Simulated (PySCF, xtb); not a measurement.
AlFH5NO2Si, SMILES [OH][Al]([OH])[NH][SiH2]F. Other conformers were not sampled.

Harmonic wavenumbers (cm⁻¹) from xtb with GFN2-xTB at its own minimum, in rising order: 25, 66, 75, 164, 205, 227, 266, 272, 280, 305, 357, 370, 542, 573, 590, 730, 788, 798, 832, 937, 965, 1088, 2261, 2294, 3425, 3784, 3798.

Question: What does B3LYP-D3(BJ)/def2-SVP (PySCF) give at its own minimum? (An estimate is asked for; the answer gives what the named calculation found.)

Answer: 46, 53, 106, 207, 255, 262, 293, 325, 333, 499, 530, 572, 594, 708, 807, 834, 872, 947, 957, 964, 980, 1140, 2242, 2255, 3560, 3932, 3935. Paired by order, the mean absolute difference is 86 cm⁻¹ and the zero-point energies are 37.2 and 40.3 kcal/mol.
